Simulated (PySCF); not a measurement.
## Static response to an electric field

BeCl2(H2O)2.
Cartesian coordinates in Å at the PBE0-D3(BJ)/def2-SVP level; atoms count from 1:
```
atom  x, y, z in Å
Be1    0.3196    0.0013    0.2219
Cl2    0.0534    0.2502    2.1423
Cl3    1.9960   -0.2487   -0.7560
O4    -0.4204    1.3915   -0.5153
H5     0.2499    1.7952   -1.0882
H6    -0.6184    2.0183    0.1976
O7    -0.6330   -1.3926   -0.1928
H8    -0.9116   -1.8082    0.6376
H9    -0.0356   -2.0070   -0.6472
```

Level: CAM-B3LYP/def2-SVPD (PySCF), static field, nuclei fixed, core orbitals frozen in the response. The polarisability tensor in these axes (au):

```
x   57.28 -0.64 -5.21
y   -0.64 57.26  0.94
z   -5.21  0.94 61.54
```

Give the principal values, the mean and the anisotropy Δα = √{½[(α1 − α2)² + (α2 − α3)² + (α1 − α3)²]}.

Principal values 53.78, 57.10 and 65.20 au; mean 58.69 au = 8.70 Å³ = 9.68 × 10⁻⁴⁰ C²·m²/J; Δα = 10.17 au (17 % of the mean).

What is the dipole moment, and where does it point?

(-3.34, 0.00, -2.26) D, 4.03 D in size, pointing from the negative to the positive side. Measured along this direction, the outermost atoms are Cl2 and Cl3 at the negative end and O4 and O7 at the positive end.

Give the eigenvalues of the traceless quadrupole moment Θ = ½Σq(3rr − r²1), origin at the centre of nuclear charge.

-14.88, -7.52, 22.41 D·Å. The values depend on the origin, since the dipole doesn't vanish. The electronic extent ⟨r²⟩ about the same centre is 799 bohr², a root-mean-square distance of 1.96 Å for the 58 electrons.

Rayleigh depolarisation ratio (linearly polarised light, static tensor)?

ρ = 3Δα²/(45ᾱ² + 4Δα²) = 310.3/(155019 + 413.7) = 0.002.

Form Σ f/ω² (atomic units) for the 10 lowest TDDFT singlets, given as eV and f, and set it beside the mean polarisability, which is this sum over all singlets: 6.60, 0.0099; 6.83, 0.0000; 7.03, 0.1713; 7.05, 0.1044; 7.17, 0.0000; 7.52, 0.0019; 7.58, 0.0164; 7.66, 0.0304; 8.01, 0.0099; 8.08, 0.0117.

They add up to 5.16 au, 8.8 % of the 58.69 au; the largest single term is 2.57 au, from the state at 7.03 eV. Terms in order: 0.17, 0.00, 2.57, 1.56, 0.00, 0.03, 0.21, 0.38, 0.11, 0.13 au. Higher excitations give the rest. The strengths listed sum to 0.356.

What would n − 1 = 2πNα be for an ideal gas of these molecules at 298.15 K and 1 atm, electronic part alone?

N = p/kT = 2.4615 × 10¹⁹ cm⁻³, so n − 1 = 2π × N × 8.70 × 10⁻²⁴ cm³ = 1345 × 10⁻⁶ at long wavelengths, for an ideal gas.

Find the Langevin capture rate constant for NH4+ (18.034 u) meeting this molecule (114.971 u), k = 2.342 × 10⁻⁹ cm³/s × √(α in Å³ / reduced mass in u).

The reduced mass is 15.59 u, so k = 1.75 × 10⁻⁹ cm³/s. The formula leaves out the permanent dipole, which adds to the capture rate.

Isolated species at its PBE0-D3(BJ)/def2-SVP geometry (one conformer only).
